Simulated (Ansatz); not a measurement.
I4Ta, doublet, at a GFN2-xTB geometry (such geometries of metal compounds can be far from the true shape) (the multiplicity is a formal guess) (core potentials on I, Ta); HF/def2-SVP (Ansatz, an electronic-structure program).

Ansatz was given this input:
Ansatz 0.2 input:
```yaml
crystal:
  periodic: [false, false, false]
  atoms:
    - {symbol: Ta, position_ang: [0.00000000, 0.00000000, -0.00000000]}
    - {symbol: I, position_ang: [2.14803797, -0.62112321, -1.53592236]}
    - {symbol: I, position_ang: [0.80329252, 0.39491315, 2.56079741]}
    - {symbol: I, position_ang: [-1.16152379, 2.26305335, -0.94253416]}
    - {symbol: I, position_ang: [-1.78980670, -2.03684329, -0.08234089]}
basis:
  gaussian:
    orbitals: def2-SVP
hamiltonian:
  xc: hf
magnetization: {spin_polarized: true, initial_magnetization: 1}
```

Problem. What does Ansatz print? Leave out banner, timings and long lists.

Solution. 
```
Functional definition: HF
1653 factors; integrals over basis functions are off by at most 2.6e-4 eV
mean field evaluation 1: about -33824.2428 eV, gradient 2.5e1 eV
mean field evaluation 2: about -33824.5489 eV, gradient 2.5e1 eV
mean field evaluation 4: about -33829.0687 eV, gradient 2.4e0 eV
mean field evaluation 8: about -33829.1932 eV, gradient 1.9e-1 eV
mean field evaluation 16: about -33829.1956 eV, gradient 2.0e-5 eV
mean field evaluation 32: about -33826.2389 eV, gradient 1.2e0 eV
mean field evaluation 64: about -33829.1954 eV, gradient 3.1e-3 eV
mean field evaluation 96: about -33827.0302 eV, gradient 1.2e1 eV
mean field evaluation 128: about -33827.1454 eV, gradient 1.3e1 eV
mean field evaluation 160: about -33829.1952 eV, gradient 8.0e-5 eV
mean field evaluation 192: about -33829.1953 eV, gradient 3.2e-4 eV
mean field evaluation 224: about -33828.2395 eV, gradient 3.4e-1 eV
mean field evaluation 256: about -33825.9841 eV, gradient 2.4e0 eV
mean field evaluation 288: about -33828.2760 eV, gradient 5.1e-1 eV
mean field evaluation 320: about -33829.1952 eV, gradient 1.1e-4 eV
mean field evaluation 352: about -33824.2447 eV, gradient 5.1e0 eV
mean field evaluation 384: about -33810.7020 eV, gradient 3.4e1 eV
mean field evaluation 416: about -33818.6747 eV, gradient 1.0e1 eV
mean field -33829.19559526 eV, -1243.2000078736 hartree, gradient 5.9e-6 eV, S^2 0.767315; 10 other end points of the search recorded, 0 dependent functions left out
reference -33829.19559526 eV, -1243.2000078736 hartree; 57, 56 occupied and 79, 80 virtual orbitals, 1653 factors
Total energy: -33829.19559526 eV, -1243.2000078736 hartree
```
